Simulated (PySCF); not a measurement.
IO3: fields on a plane

These are results of UPBE0 in PySCF with I def2-SVP with ECP28, O def2-SVP; scalar-relativistic core potentials, no spin–orbit coupling; density-fitted integrals, not measurements.

The doublet minimum has I–O 1.820 Å (×3); O–I–O 111.5° (×3).

The plane holds I1 at (0.00, 0.00), O2 at (1.82, 0.00), O3 at (-0.67, 1.69) Å. Columns run from x = -2.55 to 4.05 Å, rows from y = 4.05 (top) to -1.95 Å, in steps of 0.3 Å. Other isomers or separated fragments may lie lower. Core electrons replaced by a potential are absent, the electrostatic potential uses the reduced nuclear charge, and values within about 0.7 Å of such atoms have no physical meaning.

Q: Give the electrostatic potential (V) (cut at 20 V). Lower edges of the bins (V): '0' -0.98, '1' -0.86, '2' -0.66, '3' -0.35, '4' 0.14, '5' 0.92, '6' 2.16, '7' 4.13, '8' 7.24, '9' 12.18; top 20.0.

A: 
```
33222222222333333333333
32222222222233333333333
22222111122233333333333
22211111012233333333333
22111222001233333333333
21013565311233333333333
21025899742333333333333
21037999964444332222233
22148999976554322222223
32247999987765421112222
33456899999876532001222
44557899999987775311122
45567999999999999631122
45678999999999999741122
55678999999999999741122
55667999999999999621122
45567899999987775300122
45556789999876531001222
44556677888765421112223
44455566676655432222233
44444555666554433333333
```

Q: Give the electron density (e/Å³) (cut at 5 e/Å³). Lower edges of the bins (e/Å³): '_' 0.000, '.' 0.030, ':' 0.076, '-' 0.151, '=' 0.268, '+' 0.455, '*' 0.750, '#' 1.218, '%' 1.960, '@' 3.136; top 5.00, each point printed twice.

A: 
```
______________________________________________
______________________________________________
______________________________________________
______________________________________________
________....::::....__________________________
______..::======--::..________________________
____..::==**####**==::________________________
____..--**@@@@@@%%++::..______________________
____..==##@@@@@@%%++--..______________________
____..--**%%@@@@##++--::..........____________
____..::==**####**++==----------::..__________
______::--==****####**++==++****++--..________
______..--==**@@@@@@@@****##@@@@##++::________
______..--++##@@@@@@@@####%%@@@@@@**--..______
______..--++##@@@@@@@@####%%@@@@@@**--..______
______..::==**@@@@@@@@****##@@@@##++::________
______..::--++**####**++==++****++--..________
________..::====++++==----------::..__________
________....::------::::..........____________
__________............________________________
______________________________________________
```

With an element this heavy the missing spin–orbit coupling can shift these numbers.
